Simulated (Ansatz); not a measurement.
One change: `CC(C)[NH][Hf]([OH])([OH])[OH]` becomes `[NH2][Hf]([OH])([OH])[OH]`.

Ansatz, PBE0-D4/def2-TZVP geometries, multiplicity 1. Each molecule was computed in one conformer, which needn't be the lowest.

Elements past krypton have def2 core potentials.

```json
{"property": "HOMO–LUMO gap (ωB97M-V/def2-TZVPP) / eV", "`CC(C)[NH][Hf]([OH])([OH])[OH]`": "9.95"}
{"property": "HOMO energy (B3LYP/def2-TZVPP) / eV", "`CC(C)[NH][Hf]([OH])([OH])[OH]`": "-6.15"}
{"property": "HOMO–LUMO gap (B3LYP/def2-TZVPP) / eV", "`CC(C)[NH][Hf]([OH])([OH])[OH]`": "5.97"}
{"property": "size of the dipole moment (ωB97M-V/def2-TZVPP) / D", "`CC(C)[NH][Hf]([OH])([OH])[OH]`": "0.46"}
{"property": "HOMO energy (PBE0/def2-TZVPP) / eV", "`CC(C)[NH][Hf]([OH])([OH])[OH]`": "-6.36"}
{"property": "LUMO energy (B3LYP/def2-TZVPP) / eV", "`CC(C)[NH][Hf]([OH])([OH])[OH]`": "-0.17"}
```

Give the same properties after the change, and the shifts. (Best estimate.)

Computed: 
```csv
property,`[NH2][Hf]([OH])([OH])[OH]`,shift
HOMO–LUMO gap (ωB97M-V/def2-TZVPP) / eV,10.56,0.61
HOMO energy (B3LYP/def2-TZVPP) / eV,-6.75,-0.60
HOMO–LUMO gap (B3LYP/def2-TZVPP) / eV,6.46,0.49
size of the dipole moment (ωB97M-V/def2-TZVPP) / D,0.54,0.08
HOMO energy (PBE0/def2-TZVPP) / eV,-7.00,-0.64
LUMO energy (B3LYP/def2-TZVPP) / eV,-0.28,-0.11
```

With PBE0 the HOMO falls by 0.64 eV and the LUMO falls by 0.09 eV, so the gap widens by about 0.55 eV. PBE moves the HOMO by -0.53 eV and ωB97M-V by -0.70 eV. Dipoles are sizes alone; their direction can turn.

B3LYP here is the variant with VWN-RPA as its local correlation; programs differ in this.

Positive LUMOs are unbound, so they and the gaps depend on the basis.
